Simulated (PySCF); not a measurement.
hex-1-yne (C6H10), SMILES C(CC#C)CC.

The structure is a stationary point at PBE-D3(BJ)/def2-SVP. The values are those of a single conformer.

Two levels are set side by side: TDDFT-PBE/def2-SVPD (PySCF) and TDDFT-B3LYP/def2-SVPD (PySCF). Vertical, same geometry. The lowest singlet is HOMO→LUMO 96 % with PBE and HOMO→LUMO 40 %, HOMO→LUMO+2 16 %, HOMO→LUMO+1 16 %, HOMO−1→LUMO+1 11 % with the other functional; states are paired by order. Differences are taken from unrounded values.

```tsv
quantity	TDDFT-B3LYP	TDDFT-PBE	TDDFT-PBE minus TDDFT-B3LYP
lowest singlet excitation (eV)	6.36	6.22	-0.14
lowest triplet excitation (TDA) (eV)	5.22	5.21	-0.01
```

Rough cost on one machine, each run with all the roots and properties that it gave: TDDFT-B3LYP against TDDFT-PBE about 3 times.
